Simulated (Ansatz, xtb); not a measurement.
Two isomers of BF2H3SSi

Structure X is `FB(F)S[SiH3]`, a singlet and structure Y is `FBS[SiH2]F`, a singlet. Both are isolated molecules in the gas phase, relaxed with B3LYP-D3(BJ)/def2-SVP; the shapes shown needn't be the lowest conformers.

X (Å):

| atom | x (Å) | y (Å) | z (Å) |
| --- | --- | --- | --- |
| B | -2.3810 | 2.1511 | 1.0303 |
| F | -1.4222 | 3.0646 | 0.9399 |
| F | -3.5068 | 2.4997 | 1.6228 |
| S | -2.1816 | 0.4760 | 0.3732 |
| Si | -0.1573 | 0.6474 | -0.4210 |
| H | 0.8068 | 0.9559 | 0.6672 |
| H | 0.1297 | -0.6901 | -1.0016 |
| H | -0.0963 | 1.6926 | -1.4757 |

Y (Å):

```csv
atom,x (Å),y (Å),z (Å)
B,-0.5584,2.3595,-0.9668
F,0.3306,1.7207,-0.2074
F,-3.3818,2.1887,2.4111
S,-2.1939,2.7608,-0.3228
Si,-1.9657,1.9155,1.6661
H,-0.2613,2.6682,-2.0899
H,-1.7502,0.4519,1.5948
H,-0.8997,2.6174,2.4177
```

Quicker runs give these differences E(Y) − E(X): GFN2-xTB −9.9 kcal/mol; HF/STO-3G +29.9 kcal/mol (at GFN2-xTB geometries); r2SCAN-D4/def2-SVP +9.4 kcal/mol (at GFN2-xTB geometries).

Problem. Estimate which is lower in electronic energy at CCSD(T)/def2-SVP + ΔMP2/def2-TZVPP, and by roughly how much.

Solution. The CCSD(T)/def2-SVP + ΔMP2/def2-TZVPP calculation puts structure X lower, by 2.3 kcal/mol.

How the difference moves with the method:

```tsv
level	geometry	E(Y) − E(X) (kcal/mol)	departure from the last row (kcal/mol)	job, with rough time for the two
GFN2-xTB	GFN2-xTB	−9.9	−12.2	optimisation, 0.25 s
HF/STO-3G	GFN2-xTB	+29.9	+27.6	single point, 0.2 s
r2SCAN-D4/def2-SVP	GFN2-xTB	+9.4	+7.1	single point, 1.2 s
B3LYP-D3(BJ)/def2-SVP	B3LYP-D3(BJ)/def2-SVP	+9.4	+7.1	optimisation, 11 s
HF/def2-SVP	B3LYP-D3(BJ)/def2-SVP	+8.4	+6.1	part of the CCSD(T) run
MP2/def2-SVP	B3LYP-D3(BJ)/def2-SVP	+8.5	+6.2	part of the CCSD(T) run
CCSD(T)/def2-SVP	B3LYP-D3(BJ)/def2-SVP	+9.0	+6.7	single point
CCSD(T)/def2-SVP + ΔMP2/def2-TZVPP	B3LYP-D3(BJ)/def2-SVP	+2.3		single point, 7.2 s
```

As drawn, Y has 1 F–Si, 1 B–H in place of 1 B–F, 1 Si–H.

GFN2-xTB puts the two in the other order. The largest departure from CCSD(T)/def2-SVP + ΔMP2/def2-TZVPP is that of HF/STO-3G, 27.6 kcal/mol. The last row adds to CCSD(T) the change of the MP2 difference between the two basis sets, here −6.7 kcal/mol, a large step that makes the value less sure.

With harmonic frequencies from B3LYP-D3(BJ)/def2-SVP (ideal gas, rigid rotor, one conformer each, 298.15 K, 1 atm): on the last row, ΔE + ΔZPE = +2.9, ΔH = +2.9, ΔG = +2.7 kcal/mol.

The correlated steps freeze 13 core orbitals. Programs: Ansatz 0.2.0, xtb 6.7.1; the last row on 2 threads of AMD EPYC 9R45 96-Core Processor (Zen 5) on a shared host.
